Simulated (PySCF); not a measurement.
How methods differ on the excitation energy of Sc

Sc [Ar] 3d1 4s2 (2D) → Sc [Ar] 3d3 (4F), as a difference of total energies. All numbers are calculated (PySCF 2.14, scalar relativity by spin-free X2C-1e, in x2c-TZVPPall (6s5p4d2f1g, 64 functions)). Correlated levels: valence: [Ar] frozen. The calculations carry no spin-orbit coupling.

```csv
method,excitation energy (eV)
UHF,4.669
MP2 (valence),4.687
SCS-MP2 (valence),5.290
CCSD (valence),4.636
CCSD(T) (valence),4.604
```

Question: How much does correlation contribute at CCSD(T) (valence)?

Answer: 4.604 − (4.669) = -0.065 eV, measured against UHF.

The coupled-cluster amplitudes are large for the upper state (T1 above 0.03 or a double amplitude above 0.15), so a single reference is strained.
